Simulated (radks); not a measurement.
Task: The neodymium ion Nd7+ is in [Kr] 4d10 5s2 5p(1/2: 2, 3/2: 3). Calculated with a radial shooting solver on a logarithmic mesh with Libxc functionals: Dirac Kohn-Sham, PBE, spin-unpolarised, spherical densities, finite nucleus; Fermi nuclear charge, rms radius of each element as measured or else 0.836 A^(1/3) + 0.57 fm. Sub-shells are occupied by j as written (lower j first in brackets). One electron is removed from 5p1/2, 5p3/2, 5s1/2, 4d5/2 in turn, with full relaxation. Which removal costs least, and what does each cost?

Result: 5p3/2 115.93 eV; 5p1/2 121.04 eV; 5s1/2 141.41 eV; 4d5/2 244.34 eV. The 5p3/2 electron leaves first.
